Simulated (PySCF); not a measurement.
BH, SMILES [BH] (connectivity only; charge and spin as stated), neutral, multiplicity 1.

Geometry optimised at r2SCAN-D4/def2-TZVPD.

Computed with PBE0/def2-TZVPD (PySCF).

The molecule is in vacuum.

Task: Estimate the frontier levels, gap, dipole moment and polarisability. (The exact figures need the calculation; the answer reports its results.)

Result: 
| Property | Value |
|---|---|
| highest occupied level | -6.68 eV |
| lowest empty level | -2.35 eV |
| orbital gap | 4.33 eV |
| dipole moment | 1.56 D |
| quadrupole, principal values (traceless, Buckingham form, about the centre of nuclear charge) | -3.64, 1.82, 1.82 D·Å |
| mean static polarisability | 23.2 bohr³ (3.43 Å³) |
| polarisability, principal values | 22.6, 22.6, 24.3 bohr³ |
